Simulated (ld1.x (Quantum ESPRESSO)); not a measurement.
**Mg, TM: configuration errors across variants**

ld1.x (Quantum ESPRESSO) 7.5 input, shortened:

```
&input
   title='Mg', zed=12., rel=0, dft='PW91', iswitch=3,
   config='[Ne] 3s1.5 3p0'
 /
 &inputp
   pseudotype=2, tm=.true., lloc=0,
   nlcc=.false.
 /
2
2P  2  1   6.00   0.00  0.75  0.75  0.0
2S  1  0   2.00   0.00  0.90  0.90  0.0
 &test
   configts(1)='2s2 2p6 3s1.5 3p0'
 /
```

Occupied shells without a wave of their own: 3s. They enter only through the test configuration that unscreens the potential.

All-electron excitation energies from the reference (eV): (1) 2s2 2p6 3s2 3p0 -3.157; (2) 2s2 2p6 3s1 3p0 4.825; (3) 2s2 2p6 3s0 3p0 19.871; (4) 2s2 2p6 3s0 3p1 9.154; (5) 2s2 2p5 3s2 3p0 55.581; (6) 2s2 2p6 3s1 3p1 0.321; (7) 2s2 2p6 3s0 3p2 3.993.

For the base: The 3s level has no wave, so the channel is fitted at the deeper level alone: the likely source of the large errors.

On the changes marked as counting shells twice: ld1.x takes every shell without a wave as core, so the model core holds the marked electrons as well and exchange and correlation see them twice. This cancels in the reference configuration, but the file is broken for other ones, and its errors say nothing about a proper core correction.

5 further variants failed, have other tests or another functional or relativity, and are left out.

Errors AE − PS in meV (a dash: test not solved or not reliable):

```tsv
change	(1)	(2)	(3)	(4)	(5)	(6)	(7)	bound ghosts
base	+39	-54	-226	-157	+234	-33	-117	none
core correction a·sin(br)/r model core inside 0.46 bohr (3s counted twice)	+2.1	-106	-784	-232	+172	-84	-241	none
wave 2p (bound): rc 0.75 bohr becomes 2p (bound): rc 0.46 bohr	+39	-54	-226	-152	+213	-30	-111	none
all radii scaled by about 0.84 (s 0.76, p 0.62 bohr)	+17	-23	-98	-70	+104	-15	-53	none
wave 2s (bound): rc 0.90 bohr becomes 2s (bound): rc 0.70 bohr	+11	-16	-66	-52	+87	-13	-42	none
wave 2p (bound): rc 0.75 bohr becomes 2p (bound): rc 0.56 bohr	+39	-54	-226	-152	+216	-30	-111	none
```

(1) Give the same row for: wave 2s (bound): rc 0.90 bohr becomes 2s (bound): rc 1.32 bohr.

Results:

(1) +102, -142, -594, -396, +496, -77, -287; bound ghosts: none.
